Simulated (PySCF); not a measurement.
Job file and geometry (Å, from GFN2-xTB) of an NMR shielding run on SMILES C#C[C]1([AlH][N](C)C)CCC1, C8H14AlN, GIAO PBE0/pcSseg-1 NMR shielding, non-relativistic, gas phase (PySCF 2.14.0, density-fitted response routines); density fitting, a coarse starting grid and PySCF grid level 2 are the driver's defaults:

```
$ OMP_NUM_THREADS=1 python probes_run.py task.json out

{"job": {"kind": "nmr", "xc": "PBE0", "basis": "pcSseg-1"}, "charge": 0, "multiplicity": 1}
C     -1.540776     2.839464    -0.231717
C     -1.369379     1.654704    -0.323158
C     -1.211146     0.227767    -0.402572
Al     0.686384    -0.422075    -0.684823
N      2.069837     0.007032     0.373044
C      3.374661    -0.610974     0.230871
C      2.026596     0.998510     1.434490
C     -2.061388    -0.494844    -1.482452
C     -2.459131    -1.525355    -0.423462
C     -1.993543    -0.572685     0.679537
H     -1.661519     3.879518    -0.165042
H      0.918632    -1.380463    -1.869876
H      3.670470    -1.134430     1.148147
H      3.329271    -1.334672    -0.586368
H      4.146300     0.132488    -0.001081
H      2.739654     1.809890     1.247046
H      1.020860     1.421414     1.478867
H      2.267215     0.551568     2.406490
H     -2.897484     0.104982    -1.839863
H     -1.508698    -0.889486    -2.344011
H     -1.828986    -2.415965    -0.476896
H     -3.505229    -1.826626    -0.400589
H     -1.411018    -1.009737     1.493419
H     -2.813315     0.009740     1.101840
```

Question: Write the output of this run.

Answer: 
```
coarse grid: 20056 points
cycle   1  E = -609.6177973994  dE =  1.121e+00  |g| = 5.414e-01  |ddm| = 4.510e+00
cycle   2  E = -609.5688696643  dE =  4.893e-02  |g| = 7.192e-01  |ddm| = 1.305e+00
cycle   3  E = -609.6924971304  dE = -1.236e-01  |g| = 1.548e-01  |ddm| = 7.367e-01
cycle   4  E = -609.6975012223  dE = -5.004e-03  |g| = 3.780e-02  |ddm| = 1.463e-01
cycle   5  E = -609.6978021242  dE = -3.009e-04  |g| = 1.126e-02  |ddm| = 4.422e-02
cycle   6  E = -609.6978255546  dE = -2.343e-05  |g| = 5.353e-03  |ddm| = 1.471e-02
cycle   7  E = -609.6978317731  dE = -6.218e-06  |g| = 1.804e-03  |ddm| = 5.688e-03
final grid: 187760 points
cycle   8  E = -609.7580831663  dE = -3.870e-05  |g| = 1.149e-02  |ddm| = 5.132e-02
cycle   9  E = -609.7580326674  dE =  5.050e-05  |g| = 1.821e-02  |ddm| = 2.713e-02
cycle  10  E = -609.7581144155  dE = -8.175e-05  |g| = 3.811e-03  |ddm| = 1.715e-02
cycle  11  E = -609.7581179033  dE = -3.488e-06  |g| = 4.977e-04  |ddm| = 2.960e-03
cycle  12  E = -609.7581179546  dE = -5.129e-08  |g| = 1.977e-04  |ddm| = 6.436e-04
cycle  13  E = -609.7581179623  dE = -7.646e-09  |g| = 5.642e-05  |ddm| = 1.708e-04
cycle  14  E = -609.7581179629  dE = -6.357e-10  |g| = 1.917e-05  |ddm| = 6.883e-05
converged SCF energy = -609.7581179629

GIAO shielding tensors (ppm)
atom      isotropic    diamagn.    paramagn.     s11        s22        s33       span
  0 C      111.600     260.265    -148.665     45.871     59.282    229.646    183.774
  1 C       90.124     254.353    -164.229    -20.725     -8.450    299.548    320.273
  2 C      169.504     245.112     -75.608    153.489    173.100    181.924     28.435
  3 Al     359.398     799.876    -440.478    339.896    364.279    374.020     34.125
  4 N      177.787     329.533    -151.745     80.027    222.928    230.407    150.381
  5 C      143.871     241.014     -97.143    117.444    131.429    182.740     65.296
  6 C      143.287     246.057    -102.770    117.815    131.669    180.377     62.562
  7 C      153.324     250.627     -97.303    139.476    143.696    176.800     37.324
  8 C      167.160     253.715     -86.555    153.689    170.409    177.382     23.693
  9 C      151.132     245.356     -94.224    134.659    141.855    176.883     42.224
 10 H       29.865      35.216      -5.351     24.755     25.463     39.376     14.620
 11 H       27.079      31.810      -4.731     23.293     26.124     31.819      8.526
 12 H       28.957      27.415       1.542     24.423     26.873     35.575     11.152
 13 H       28.092      28.581      -0.489     23.352     27.339     33.586     10.234
 14 H       28.967      26.958       2.009     24.443     26.708     35.749     11.306
 15 H       28.991      29.726      -0.735     25.334     26.313     35.325      9.991
 16 H       27.851      32.383      -4.532     22.139     29.028     32.385     10.246
 17 H       29.028      30.163      -1.135     25.291     26.497     35.297     10.007
 18 H       29.299      31.427      -2.129     26.573     27.810     33.513      6.940
 19 H       29.130      30.783      -1.652     25.660     27.417     34.313      8.653
 20 H       29.818      31.099      -1.282     26.967     27.989     34.497      7.530
 21 H       29.771      29.126       0.645     25.572     26.365     37.376     11.805
 22 H       29.305      30.989      -1.684     25.418     28.074     34.423      9.005
 23 H       29.324      31.130      -1.806     26.859     27.974     33.140      6.280
```

Size and cost of the density-fitted run: 247 basis functions, 2.3 min wall time on 1 thread of an Arm Neoverse N1, shared host; peak memory 1.1 GiB.
